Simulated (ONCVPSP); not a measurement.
**Before and after: ONCV potential for W**

| Property | Result |
| --- | --- |
| Element | W (Z = 74) |
| Generator | ONCVPSP 4.0.1 |
| Type | optimised norm-conserving Vanderbilt (ONCV) |
| Functional | LDA (Perdew-Wang 92) |
| Relativity | fully relativistic |
| Frozen core | [Kr] 4d10 4f14 |
| Valence charge | 14 |
| Reference configuration | 5s2 5p6 5d4 6s2 |
| Partial waves | 5s+6s: rc 1.80 bohr, ncon 4, nbas 9, qcut 8.4 1/bohr, 2 projectors; 5p: rc 1.75 bohr, ncon 4, nbas 7, qcut 7.1 1/bohr, 2 projectors, debl 0.7 Ha; 5d: rc 2.90 bohr, ncon 5, nbas 10, qcut 6.1 1/bohr, 1 projector |
| Local potential | polynomial inside 1.20 bohr (lpopt 3, dvloc0 1 Ha) |
| Core correction | Teter function, fcfact 3.75, rcfact 1.45 |

Open shells are filled in proportion to 2j + 1.

In the p channel the program set the typed energies aside and used -1.493, 0.250 Ha (j = l + 1/2; the other j can differ).

Change: s: ncon 5, nbas 10.

Cutoffs: the cutoffs (Ha) at which the residual kinetic energy of the hardest occupied pseudo-wave falls to 1 and 0.1 mHa per electron; they do not see the model core or the augmentation charge, which bear on the density cutoff. Errors are all-electron minus pseudo energies relative to the spin-unpolarised reference configuration.

Q: How do hardness, ghosts and transferability respond?

A: The potential gets harder (21 Ha and 25 Ha → 24 Ha and 28 Ha); of the 4 tests that both files solve, the error grows in 0 and shrinks in 2 by more than 15 % and 0.3 meV (median size 0.9 → 0.2 meV); neither file shows a bound ghost.

```csv
quantity,base,changed
"cutoff, loose",21 Ha,24 Ha
"cutoff, tight",25 Ha,28 Ha
loose cutoff by channel,"s 21 Ha, p 17 Ha, d 12 Ha","s 24 Ha, p 17 Ha, d 12 Ha"
bound ghosts,none,none
GHOST(+) flags under 300 eV,s at 247.7 eV,s at 255.9 eV
"error for 5s2 5p6 5d4 6s1, meV [ΔE 9.13 eV]",0.0,+0.3
"error for 5s2 5p6 5d4 6s0, meV [ΔE 25.15 eV]",-1.6,-0.1
"error for 5s2 5p6 5d3 6s0, meV [ΔE 50.84 eV]",-6.4,-5.3
"error for 5s2 5p6 5d4 6s1 6p1, meV [ΔE 4.53 eV]",-0.2,0.0
s: phases at 1.83 bohr within 0.05 rad from the reference energy up to (Ha; the scan ends near 5),to the end of the scan,to the end of the scan
p3/2: phases at 1.77 bohr within 0.05 rad from the reference energy up to (Ha; the scan ends near 5),to the end of the scan,to the end of the scan
p1/2: phases at 1.77 bohr within 0.05 rad from the reference energy up to (Ha; the scan ends near 5),to the end of the scan,to the end of the scan
d5/2: phases at 2.95 bohr within 0.05 rad from the reference energy up to (Ha; the scan ends near 5),0.7,0.7
d3/2: phases at 2.95 bohr within 0.05 rad from the reference energy up to (Ha; the scan ends near 5),0.7,0.7
"rms error of d²Exc/dni dnj with the model core, mHa",3.64,3.78
```
